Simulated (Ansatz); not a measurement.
System (SMILES): F[Si]F (closed-shell singlet).
Atoms: Si1, F2, F3. Bonds: Si1-F2, Si1-F3.

Basis-set convergence of the harmonic zero-point energy at B3LYP with Ansatz (a quantum-chemistry and plane-wave program). Each level at its own minimum, finite differences of forces, unscaled; the reference is a large set that could be run, not a limit. Cartesian d functions, on some or all atoms, in 6-311G**, 6-311+G**; all else is spherical. The program fits the integrals of some runs and decomposes those of others, by size. No added dispersion term, no relativity. Reference: the value in aug-pcseg-2, 2.88 kcal/mol. Deviations are taken from unrounded values.

```json
[
 {"basis": "def2-SVP", "functions": "46", "harmonic zero-point energy (kcal/mol)": "2.95"},
 {"basis": "def2-SVPD", "functions": "70", "harmonic zero-point energy (kcal/mol)": "2.78"},
 {"basis": "pcseg-1", "functions": "46", "harmonic zero-point energy (kcal/mol)": "2.83"},
 {"basis": "aug-pcseg-1", "functions": "73", "harmonic zero-point energy (kcal/mol)": "2.75"},
 {"basis": "cc-pV(D+d)Z", "functions": "51", "harmonic zero-point energy (kcal/mol)": "2.84"},
 {"basis": "aug-cc-pV(D+d)Z", "functions": "78", "harmonic zero-point energy (kcal/mol)": "2.72"},
 {"basis": "6-311G**", "functions": "63", "harmonic zero-point energy (kcal/mol)": "2.88"},
 {"basis": "6-311+G**", "functions": "75", "harmonic zero-point energy (kcal/mol)": "2.78"},
 {"basis": "pcseg-2", "functions": "94", "harmonic zero-point energy (kcal/mol)": "2.90"},
 {"basis": "aug-pcseg-2", "functions": "142", "harmonic zero-point energy (kcal/mol)": "2.88"},
 {"basis": "cc-pV(T+d)Z", "functions": "99", "harmonic zero-point energy (kcal/mol)": "2.89"},
 {"basis": "aug-cc-pV(T+d)Z", "functions": "147", "harmonic zero-point energy (kcal/mol)": "2.86"},
 {"basis": "def2-TZVP", "functions": "99", "harmonic zero-point energy (kcal/mol)": "2.89"},
 {"basis": "def2-TZVPD", "functions": "123", "harmonic zero-point energy (kcal/mol)": "2.87"},
 {"basis": "def2-TZVPP", "functions": "104", "harmonic zero-point energy (kcal/mol)": "2.89"},
 {"basis": "def2-TZVPPD", "functions": "128", "harmonic zero-point energy (kcal/mol)": "2.87"}
]
```

What the diffuse functions change, pair by pair:
- def2-SVP to def2-SVPD: 24 more functions, deviation 0.08 to -0.09 kcal/mol
- pcseg-1 to aug-pcseg-1: 27 more functions, deviation -0.05 to -0.13 kcal/mol
- cc-pV(D+d)Z to aug-cc-pV(D+d)Z: 27 more functions, deviation -0.04 to -0.15 kcal/mol
- 6-311G** to 6-311+G**: 12 more functions, deviation 0.00 to -0.09 kcal/mol
- pcseg-2 to aug-pcseg-2: 48 more functions, deviation 0.02 to 0.00 kcal/mol
- cc-pV(T+d)Z to aug-cc-pV(T+d)Z: 48 more functions, deviation 0.01 to -0.02 kcal/mol
- def2-TZVP to def2-TZVPD: 24 more functions, deviation 0.02 to 0.00 kcal/mol
- def2-TZVPP to def2-TZVPPD: 24 more functions, deviation 0.01 to 0.00 kcal/mol

Leaving out the reference's own pair, they bring the value nearer the reference by more than 0.01 kcal/mol in 2 of 7 pairs.
